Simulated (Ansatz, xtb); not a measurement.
# C3H5ClOSi: which of two isomers lies lower

Structure a is `C=C(C=O)[SiH2]Cl`, a singlet and structure b is `O[Si@@H]1CC=C1Cl`, a singlet. Both are isolated molecules in the gas phase, relaxed with PBE-D3(BJ)/def2-SVP; the shapes shown needn't be the lowest conformers.

a (Å):

```yaml
atoms:
  - { symbol: C, position_ang: [-1.0690, 2.8115, 1.0030] }
  - { symbol: C, position_ang: [-0.6651, 1.5205, 1.0298] }
  - { symbol: C, position_ang: [0.7633, 1.1681, 0.8865] }
  - { symbol: Cl, position_ang: [-3.7484, 0.7403, 1.4253] }
  - { symbol: O, position_ang: [1.1530, 0.0077, 0.9070] }
  - { symbol: Si, position_ang: [-1.7936, 0.0146, 1.2439] }
  - { symbol: H, position_ang: [-2.1318, 3.0850, 1.1089] }
  - { symbol: H, position_ang: [-0.3409, 3.6333, 0.8735] }
  - { symbol: H, position_ang: [1.4849, 2.0299, 0.7557] }
  - { symbol: H, position_ang: [-1.4590, -0.7364, 2.4945] }
  - { symbol: H, position_ang: [-1.7384, -0.8762, 0.0424] }
```

b (Å):

```xyz
11

C    -0.2618   -0.4200    0.2121
C    -0.8253    0.8595    0.8170
C    -0.2397    1.9067    0.1678
Cl   -0.5122    3.5932    0.4206
O     0.9492    0.7234   -2.4622
Si    0.8963    0.7462   -0.7853
H     0.0876    0.7956   -2.9089
H     2.3404    0.7538   -0.3901
H     0.2053   -1.1139    0.9436
H    -1.0016   -0.9965   -0.3840
H    -1.5513    0.9164    1.6501
```

Energies in hartree; the thermal terms are from GFN2-xTB frequencies at re-optimised GFN2-xTB minima (ideal gas, soft modes damped towards free rotors, one conformer each, 298.15 K, 1 atm) and include the zero-point energy:

```
                              a           b
E, CCSD(T)/def2-SVP  −940.336381  −940.317171
    E, MP2/def2-SVP  −940.252911  −940.239576
  E, MP2/def2-TZVPP  −940.947332  −940.950319
  zero-point energy     0.067589     0.070986
       H(298 K) − E     0.076519     0.079234
       G(298 K) − E     0.034486     0.039261
```

Question: Correct the CCSD(T) difference for the basis set by the MP2 change, then work out ΔE, ΔE₀, ΔH and ΔG for a → b in kJ/mol (1 Eh = 2625.50 kJ/mol) and the equilibrium ratio [b]/[a].

Answer: 1. Differences b − a: CCSD(T) +0.019210, MP2 in the small set +0.013335, MP2 in the large set −0.002987 Eh.
2. ΔE = +0.019210 + (−0.002987 − (+0.013335)) = +0.002888 Eh = +7.58 kJ/mol.
3. ΔE₀ = ΔE + ΔZPE = +0.002888 + (+0.003397) Eh = +16.50 kJ/mol.
4. ΔH = ΔE + (+0.002715) Eh = +14.71 kJ/mol.
5. ΔG = ΔE + (+0.004775) Eh = +20.12 kJ/mol, so ΔS = (ΔH − ΔG)/T = −18.1 J/(mol K).
6. kT = 0.9442 mEh, so K = [b]/[a] = exp(−ΔG/kT) = exp(−8.12) ≈ 3.0 × 10^−4.

Structure a is favoured at this temperature. An error of 4 kJ/mol in ΔG would change K by a factor of 5. The basis-set step is large, which makes the value less sure. Mirror images and further conformers aren't counted.

As drawn, b has 1 O–Si, 1 C–Si, 1 C–Cl, 1 O–H in place of 1 C=O, 1 Cl–Si, 1 Si–H. Structure a has no ring, b a 4-membered ring.

Other levels gave ΔE = +3.8 (GFN2-xTB); +66.7 (HF/STO-3G, GFN2-xTB geometries); +42.1 (r2SCAN-D4/def2-SVP, GFN2-xTB geometries); +34.4 (PBE-D3(BJ)/def2-SVP); +70.8 (HF/def2-SVP); +35.0 (MP2/def2-SVP); +50.4 (CCSD(T)/def2-SVP) kJ/mol. The correlated steps freeze 14 core orbitals. Programs: Ansatz 0.2.0, xtb 6.7.1.
